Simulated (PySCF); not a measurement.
Species: C₂H₉BGeO₂.
Atom-mapped SMILES: `[CH3:1][O:2][B:3]([GeH3:4])[O:5][CH3:6]` (hydrogens: H7, H8, H9 on C1; H10, H11, H12 on Ge4; H13, H14, H15 on C6)

Computed, not measured: core-valence-separated Tamm–Dancoff BHandHLYP/aug-pcX-1 (pcseg-1 on H, def2-SVPD on Ge) in PySCF, non-relativistic, gas phase, PBE0-D3(BJ)/def2-SVP geometry.

Computed carbon K-edge spectrum, Gaussian lines of 0.4 eV full width, highest printed point 100; it ends one width below the last computed root. No shift to experiment was applied.

photon energy (eV), absorption and a bar:
```
    286.2          0 
    286.3          1 
    286.4          4 #
    286.5         13 ####
    286.6         26 ########
    286.7         42 ############
    286.8         51 ###############
    286.9         50 ###############
    287.0         47 ##############
    287.1         46 ##############
    287.2         49 ###############
    287.3         52 ################
    287.4         59 ##################
    287.5         73 ######################
    287.6         91 ###########################
    287.7        100 ##############################
    287.8         88 ##########################
    287.9         63 ###################
    288.0         43 #############
    288.1         36 ###########
    288.2         34 ##########
```

**Question.** Where are the maxima, and which lines make them up?

**Answer.** 2 maxima:
- 286.8 eV: C6 (methoxy carbon), 286.85 eV, f = 0.026, 54 % of the height at the exact maximum; C1 (methoxy carbon), 286.73 eV, f = 0.021, 33 % of the height at the exact maximum
- 287.7 eV: C6 (methoxy carbon), 287.78 eV, f = 0.042, 39 % of the height at the exact maximum; C1 (methoxy carbon), 287.68 eV, f = 0.033, 35 % of the height at the exact maximum; C6 (methoxy carbon), 287.61 eV, f = 0.025, 23 % of the height at the exact maximum

Further lines of some strength in the range: C1, 287.11 eV, f = 0.019; C1, 287.30 eV, f = 0.019; C6, 287.36 eV, f = 0.012; C6, 288.18 eV, f = 0.014.

Roots within 0.03 eV on the same or equivalent atoms count as one line; shares under 12 % aren't listed.

Vibrational structure and lifetime widths aren't in the curve. The ionisation threshold wasn't computed; near and above it a finite basis only mimics Rydberg series and continuum. The BHandHLYP/aug-pcX-1 (pcseg-1 on H, def2-SVPD on Ge) calculation is non-relativistic and has no spin–orbit coupling, an omission that weighs most on germanium.

Conformer computed: `[CH3:1][O:2][B:3]([GeH3:4])[O:5][CH3:6]`: C1–O2–B3–Ge4 180°, O2–B3–O5–C6 -179°.

One conformer stands for the species.
